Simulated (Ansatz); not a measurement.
Ansatz (a first-principles code) input:

Ansatz 0.2 input:
```yaml
crystal:
  periodic: [false, false, false]
  atoms:
    - {symbol: C, position_ang: [1.46871891, -0.10220435, -0.17749299]}
    - {symbol: C, position_ang: [0.20127381, -0.01291603, -0.01782906]}
    - {symbol: O, position_ang: [-1.06597145, 0.15715660, 0.07537202]}
    - {symbol: H, position_ang: [-1.49218478, -0.56653057, 0.56895620]}
basis:
  gaussian:
    orbitals: STO-3G
hamiltonian:
  xc: {name: PBE0}
magnetization: {spin_polarized: true, initial_magnetization: 1}
```

Q: What final total energy does it print?

A: -149.65067 Eh (PBE0/STO-3G). The basis has 16 functions.

It need not be the lowest isomer of its formula.
